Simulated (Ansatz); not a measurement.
Isolated molecules relaxed with PBE0-D4/def2-TZVP in Ansatz; ΔE leaves out vibrations. CBS: MP2 limit from def2 TZ/QZ plus the TZ coupled-cluster correction, frozen cores. DFT in def2-TZVPP. B3LYP here is the variant with VWN-RPA as its local correlation; programs differ in this. For Ga outer-core shells are correlated without core-valence functions, which leaves a few kJ/mol of doubt a bond. Scalar relativity is left out up to krypton. Each species was taken in one conformer, which may not be the lowest.

Consider the cleavage of the Si–Ga bond: `[SiH3][GaH][SH]` + `[OH][Al]([SH])[SH]` → `[SiH3][O][Al]([SH])[SH]` + `[SH][GaH2]`.

```tsv
species	B3LYP energy (Eh)
`[SiH3][GaH][SH]`	-2615.69081
`[OH][Al]([SH])[SH]`	-1116.12469
`[SiH3][O][Al]([SH])[SH]`	-1406.89281
`[SH][GaH2]`	-2324.95609
```

Task: Work out ΔE.

Result: ΔE = (-1406.89281) + (-2324.95609) − (-2615.69081) − (-1116.12469) = -0.03340 Eh = -0.91 eV. CCSD(T)/CBS gives -0.89 eV.

Largest T1 diagnostic among the species: 0.014.

Leaving LDA and LC-ωPBE aside and taking each functional with its dispersion term where it has one, the values, not all of them listed here, spread over 0.38 eV, from BHLYP-D4 to PBE-D4. LDA lies −0.04 eV from PBE without D4. From r2SCAN to r2SCAN0 (25 % exact exchange), in def2-TZVPP and without D4, ΔE moves by −0.04 eV. In def2-TZVPP, CCSD(T) changes the Hartree–Fock value by +0.32 eV (the triples alone add +0.04 eV) and MP2 by +0.26 eV.
